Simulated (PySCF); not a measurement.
Mg(Br)(Me) (CH3BrMg), SMILES [Br][Mg][CH3].

Coordinates come from a PBE0-D3(BJ)/def2-TZVP optimisation.

Calculation: TDA-B3LYP/def2-SVPD run with PySCF 2.14.0.

Vertical excitations; the highest root listed may be one member of a degenerate set.  State labels are in the subgroup Cs.

Computed excitation energies, oscillator strengths and character:
```csv
state,symmetry,energy (eV),λ (nm),f,main pairs
S1,A',5.51,225,0.038,HOMO−2→LUMO (degenerate set)
S2,A",5.51,225,0.038,HOMO−1→LUMO (degenerate set)
S3,A',5.70,218,0.354,HOMO→LUMO 92 %
S4,A",6.01,206,0.056,HOMO→LUMO+2 (degenerate set)
S5,A',6.01,206,0.056,HOMO→LUMO+1 (degenerate set)
S6,A",6.34,196,0.000,"HOMO−1→LUMO+1 49 %, HOMO−2→LUMO+2 49 %"
S7,A",6.34,195,0.000,"HOMO−2→LUMO+2, HOMO−1→LUMO+1 (degenerate set)"
S8,A',6.34,195,0.000,"HOMO−2→LUMO+1, HOMO−1→LUMO+2 (degenerate set)"
S9,A',6.65,186,0.042,"HOMO−3→LUMO 33 %, HOMO−1→LUMO+2 29 %, HOMO−2→LUMO+1 29 %, HOMO→LUMO+3 6 %"
S10,A',7.03,176,0.027,HOMO→LUMO+3 90 %
T1,A',4.52,274,0,HOMO→LUMO 97 %
T2,A',5.30,234,0,HOMO−2→LUMO (degenerate set)
T3,A",5.30,234,0,HOMO−1→LUMO (degenerate set)
T4,A',5.66,219,0,HOMO→LUMO+1 97 %
```
Triplets are in the Tamm–Dancoff approximation.
